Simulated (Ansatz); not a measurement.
Reaction (isomerisation): `C/C(F)=C/C(F)F` → `C/C=C/C(F)(F)F`

Isolated molecules relaxed with PBE0-D4/def2-TZVP in Ansatz; ΔE leaves out vibrations. CCSD(T)/CBS adds triple-zeta CCSD(T) − MP2 to the extrapolated MP2 energy (def2 sets, frozen cores). Double bonds are as drawn, so ΔE can hold a change between cis and trans. DFT in def2-TZVPP. B3LYP here is the variant with VWN-RPA as its local correlation; programs differ in this. Each species was taken in one conformer, which may not be the lowest.

CCSD(T)/CBS gives -39.7 kJ/mol.

**Question.** Another level gave -27.5 kJ/mol. Which?
A. r2SCAN0/def2-TZVPP
B. LDA (SPW92)/def2-TZVPP
C. BLYP/def2-TZVPP
D. B3LYP-D4/def2-TZVPP

**Answer.** C. BLYP -27.5, LDA (SPW92) -37.2, B3LYP-D4 -32.9, r2SCAN0 -42.0 kJ/mol.

Largest T1 diagnostic among the species: 0.012.

From PBE to PBE0 (25 % exact exchange), in def2-TZVPP and without D4, ΔE moves by −5.3 kJ/mol. Leaving LDA and LC-ωPBE aside and taking each functional with its dispersion term where it has one, the values, not all of them listed here, spread over 13.7 kJ/mol, from r2SCAN0-D4 to BLYP-D4. LDA lies −5.6 kJ/mol from PBE without D4.

CCSD(T)/CBS has its own doubt, a few kJ/mol and more with outer-core shells, so smaller differences from it don't rank the levels.
